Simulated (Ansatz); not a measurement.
Ansatz results at the PBE0-D4/def2-TZVP geometry: HOMO–LUMO gap (PBE0/def2-TZVPP) 5.22 eV; size of the dipole moment (B3LYP/def2-TZVPP) 1.28 D; HOMO energy (PBE0/def2-TZVPP) -6.54 eV.

(1) Which molecule gave them?
A. `COCBC=N`
B. `FC[SiH2]CF`
C. `[SiH3]C(Cl)[TeH]`
D. `[SiH3][Te]CCl`

Results:

(1) C. The others give `FC[SiH2]CF`: 9.10, 1.57, -8.57; `COCBC=N`: 5.20, 2.25, -7.41; `[SiH3][Te]CCl`: 5.22, 1.75, -6.45.

B3LYP here is the variant with VWN-RPA as its local correlation; programs differ in this.
